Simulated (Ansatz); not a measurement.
## A rate constant, worked out

An elementary step of AlNH₄SO, closed shell (AlNH₄SO ([NH2][Al]([OH])[SH]) → AlHSO ([OH][Al][S]) + NH₃ (still joined by a long Al–N bond); Al–N, S–H broken or loosened, N–H formed or tightened). The start structure is the reactant molecule, and the electronic barrier above it is 1.416 eV by CCSD(T) at an estimated basis limit (MP2 extrapolated from triple and quadruple zeta, plus CCSD(T) − MP2 in triple zeta). Ansatz 0.2.0; basis: def2-TZVPP and def2-QZVPP; cores frozen in the correlated methods. Extrapolation: Hartree–Fock as exp(−7.88 √X), correlation as X^−2.97. Harmonic wavenumbers at PBE0-D4/def2-TZVP (Ansatz 0.2.0), in cm⁻¹:

Start: 130, 160, 200, 243, 275, 336, 351, 450, 590, 649, 681, 800, 927, 1564, 2712, 3620, 3713, 3979.

Saddle: 1300i, 176, 203, 274, 333, 368, 548, 622, 689, 692, 713, 918, 1191, 1524, 1624, 3533, 3627, 3964.

(1) Work out the transition-state-theory rate constant at 300 K from these numbers alone (harmonic vibrations; rotation, path degeneracy and anharmonicity left out), and the Wigner tunnelling factor. Use 1 cm⁻¹ = 1.2398 × 10⁻⁴ eV and k_B = 8.617 × 10⁻⁵ eV/K.

The T1 diagnostic stays at or below 0.015.

Results:

(1) Zero-point energies, half the sums: start 21380/2 cm⁻¹ = 1.3254 eV; saddle, real modes only, 20999/2 cm⁻¹ = 1.3018 eV.
Barrier with zero-point energy: 1.416 + 1.3018 − 1.3254 = 1.3924 eV.
k_BT = 0.02585 eV, so the barrier is 53.86 k_BT.
Vibrational partition functions from the zero-point level, ln q = −Σ ln(1 − exp(−hν/k_BT)): start 3.291, saddle 2.015.
k = (k_BT/h) exp(ln q‡ − ln q) exp(−E0/k_BT), with log₁₀(k_BT/h in s⁻¹) = 12.80: log₁₀ k = 12.80 + (-1.276 − 53.86)/2.3026 = -11.15, so k ≈ 7 × 10^(-12) s⁻¹.
Wigner factor: 1 + (hν‡/k_BT)²/24 = 1 + (6.23)²/24 = 2.62, too large for this simple formula to be trusted. A change of 1 kcal/mol (0.043 eV) in the barrier would change k by a factor of 5.4 at this temperature.

Labels in which every atom is bracketed show which atoms are joined, not bond orders.

For scale, one of the runs: CCSD(T)/def2-TZVPP, 202 basis functions, launched by `ansatz run in.yaml --threads 4 --pin off --events-out ev --progress --plain --max-ram 9574MiB`. The run took 40 s on 4 CPU threads of an Arm Neoverse V1 (shared host), with 2.4 GiB of host memory at its peak.
